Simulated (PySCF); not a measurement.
This PySCF input asks for the NMR shieldings of `CC[C@]12C[C@](C(F)(F)F)(C1)C2`, C8H11F3; the geometry comes from GFN2-xTB.

```python
import basis_set_exchange as bse
import numpy as np
from pyscf import gto, dft
from pyscf.prop import nmr

atoms = """
C     2.821529   -0.059504    0.363562
C     1.871751    0.030075   -0.826429
C     0.429150    0.020199   -0.404103
C    -0.297584    1.038347    0.506701
C    -1.361991    0.009303    0.092039
C    -2.808856    0.000797    0.487046
F    -3.453405    1.111918    0.089310
F    -2.976624   -0.080437    1.818666
F    -3.477625   -1.037527   -0.044877
C    -0.322406   -1.088670    0.370398
C    -0.802814    0.094698   -1.336628
H     2.674350    0.784276    1.032839
H     2.650511   -0.977918    0.919296
H     3.853022   -0.051588    0.021146
H     2.065109    0.949420   -1.384696
H     2.043291   -0.813394   -1.499749
H    -0.022513    1.050605    1.558381
H    -0.422223    2.047133    0.120420
H    -0.049207   -1.241055    1.411561
H    -0.469782   -2.037053   -0.140721
H    -0.966399    1.029911   -1.866748
H    -0.987696   -0.760150   -1.982746
"""
names = dict.fromkeys(["C", "F", "H"], "pcSseg-1")
basis = {el: gto.basis.parse(bse.get_basis(n, elements=[el], fmt="nwchem")) for el, n in names.items()}
mol = gto.M(atom=atoms, basis=basis, charge=0, verbose=0)
mf = dft.RKS(mol, xc="PBE0")
mf.grids.level = 2
mf.grids.alignment = dft.numint.BLKSIZE   # the property module wants whole blocks of grid points
mf.conv_tol = 1e-9
mf.kernel()

calc = nmr.RKS(mf)   # GIAO
C = mf.mo_coeff
Co = C[:, mf.mo_occ > 0]
resp = mf.gen_response(singlet=True, hermi=2)
def vind(x):   # induced exchange potential for any number of trial vectors
    d = np.einsum("pi,xij,qj->xpq", C, 2 * x.reshape(-1, C.shape[1], Co.shape[1]), Co, optimize=True)
    return np.einsum("xpq,pi,qj->xij", resp(d - d.transpose(0, 2, 1)), C, Co, optimize=True).ravel()
mo1, _ = nmr.rhf.solve_mo1(calc, with_cphf=vind)
sigma = calc.kernel(mo1)
for i, s in enumerate(sigma):   # ppm
    w = np.linalg.eigvalsh((s + s.T) / 2)
    print("%2d %-2s iso %8.1f  s11 %8.1f  s22 %8.1f  s33 %8.1f" % (i, mol.atom_pure_symbol(i), w.mean(), *w))
```

Problem. Give the expected output.

Solution. 
```
 0 C  iso    174.8  s11    168.2  s22    169.7  s33    186.6
 1 C  iso    158.4  s11    149.0  s22    152.3  s33    173.9
 2 C  iso    146.8  s11    132.7  s22    133.5  s33    174.2
 3 C  iso    138.6  s11    129.4  s22    132.9  s33    153.5
 4 C  iso    150.7  s11    137.0  s22    137.3  s33    177.8
 5 C  iso     53.6  s11     51.0  s22     51.0  s33     58.7
 6 F  iso    263.0  s11    170.5  s22    271.6  s33    346.9
 7 F  iso    263.7  s11    171.1  s22    272.6  s33    347.3
 8 F  iso    263.0  s11    170.4  s22    271.5  s33    346.9
 9 C  iso    138.7  s11    129.5  s22    132.9  s33    153.5
10 C  iso    135.6  s11    126.5  s22    132.7  s33    147.7
11 H  iso     30.8  s11     26.1  s22     30.1  s33     36.3
12 H  iso     30.8  s11     26.0  s22     30.1  s33     36.3
13 H  iso     30.6  s11     25.7  s22     27.4  s33     38.6
14 H  iso     30.1  s11     24.8  s22     29.5  s33     36.0
15 H  iso     30.1  s11     24.8  s22     29.5  s33     36.0
16 H  iso     30.0  s11     26.6  s22     28.1  s33     35.2
17 H  iso     30.3  s11     26.7  s22     27.8  s33     36.2
18 H  iso     30.0  s11     26.6  s22     28.1  s33     35.2
19 H  iso     30.3  s11     26.7  s22     27.8  s33     36.2
20 H  iso     30.1  s11     27.0  s22     27.4  s33     35.8
21 H  iso     30.1  s11     27.0  s22     27.4  s33     35.8
```

These numbers come from an equivalent density-fitted implementation of the same equations, which agrees with the script to about 0.01 ppm for H and up to a few tenths of a ppm for heavy atoms, so last digits may differ.

Size and cost of the density-fitted run: 242 basis functions, 94 s wall time on 1 thread of an Arm Neoverse N1, shared host; peak memory 1.1 GiB.
